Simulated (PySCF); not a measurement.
Frontier levels across methods

Species: trans-1,4-dimethylcyclohexane, C₈H₁₆.
Geometry (PBE0-D3(BJ)/def2-SVP, Å), atoms numbered from 1 in this order:
```xyz
24
C8H16 angstrom
C     -2.9287    0.3855   -0.0608
C     -1.4662    0.1031   -0.3684
C     -0.5933    1.3424   -0.1727
C      0.8769    1.0652   -0.4597
C      1.4219   -0.0937    0.3746
C      2.8844   -0.3761    0.0671
C      0.5490   -1.3330    0.1789
C     -0.9211   -1.0558    0.4660
H     -3.0569    0.6841    0.9930
H     -3.3219    1.2015   -0.6872
H     -3.5558   -0.5034   -0.2327
H     -1.3877   -0.1912   -1.4332
H     -0.7035    1.6901    0.8718
H     -0.9597    2.1647   -0.8101
H      1.4793    1.9720   -0.2826
H      1.0012    0.8177   -1.5308
H      1.3434    0.2006    1.4395
H      3.0125   -0.6755   -0.9866
H      3.5114    0.5130    0.2381
H      3.2779   -1.1915    0.6940
H      0.6592   -1.6805   -0.8656
H      0.9155   -2.1552    0.8162
H     -1.0454   -0.8082    1.5371
H     -1.5236   -1.9625    0.2889
```

Basis pcSseg-1 throughout (PySCF), one geometry. Geometry: PBE0-D3(BJ)/def2-SVP, one conformer, isolated molecule.

How do the orbital energies and the gap change with the method?

```tsv
method	kind	HOMO (eV)	LUMO (eV)	gap (eV)	SCF cycles
OPBE	GGA	-6.83	1.04	7.87	14
B97-D	GGA	-6.90	0.87	7.78	14
KT3	GGA	-7.03	0.64	7.66	13
B97-2	global hybrid	-7.96	1.59	9.55	12
B3LYP	global hybrid	-8.01	1.24	9.26	12
PBE0	global hybrid	-8.20	1.56	9.76	12
BHandHLYP	global hybrid	-9.47	2.27	11.73	12
HF	Hartree–Fock	-11.40	4.46	15.86	9
```

The HOMO spans 4.57 eV, from OPBE down to HF, and the gap runs from 7.66 eV (KT3) to 15.86 eV (HF). Over the methods OPBE (0 %), B97-D (0 %), KT3 (0 %), B97-2 (21 %), B3LYP (20 %), PBE0 (25 %), BHandHLYP (50 %), HF (100 %), a straight line through the gap against the share of exact exchange rises by 0.81 eV for each 10 % (correlation coefficient 1.000). The dipole is below 0.03 D at every level.

The vertical ΔSCF ionisation energy at CAM-B3LYP/def2-SVPD is 10.23 eV; −ε(HOMO) comes closest to it with BHandHLYP (9.47 eV).
